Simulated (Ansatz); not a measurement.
Isomers of CH6ClFSi2, relaxed with PBE0-D4/def2-TZVP in Ansatz; electronic energies, one conformer each and not always the lowest. Functionals use def2-TZVPP; CBS adds triple-zeta CCSD(T) − MP2 to the MP2 limit of def2-TZVPP and def2-QZVPP.

**Question.** Order them by energy at frozen-core CCSD(T)/CBS, lowest first. (Best estimate.)
A. `C[SiH](F)[SiH2]Cl`
B. `FC([SiH3])[SiH2]Cl`
C. `FC[SiH]([SiH3])Cl`
D. `C[SiH2][SiH](F)Cl`
E. `F[SiH](Cl)C[SiH3]`

**Answer.** E (0.0 kcal/mol), D (5.4 kcal/mol), A (7.1 kcal/mol), C (64.9 kcal/mol), B (68.5 kcal/mol).

**Question.** How do B3LYP, MP2/CBS(def2), PBE-D4, PBE0-D4 place them (kcal/mol, against `F[SiH](Cl)C[SiH3]`)? (Best estimate.)

**Answer.** The calculation gave: 
```tsv
isomer	B3LYP	MP2/CBS(def2)	PBE-D4	PBE0-D4
`C[SiH2][SiH](F)Cl`	3.8	6.7	1.7	3.0
`FC[SiH]([SiH3])Cl`	60.9	69.1	57.1	59.8
`C[SiH](F)[SiH2]Cl`	5.4	8.5	3.9	4.9
`FC([SiH3])[SiH2]Cl`	65.0	71.8	62.9	65.5
```

B3LYP here is the variant with VWN-RPA as its local correlation; programs differ in this.
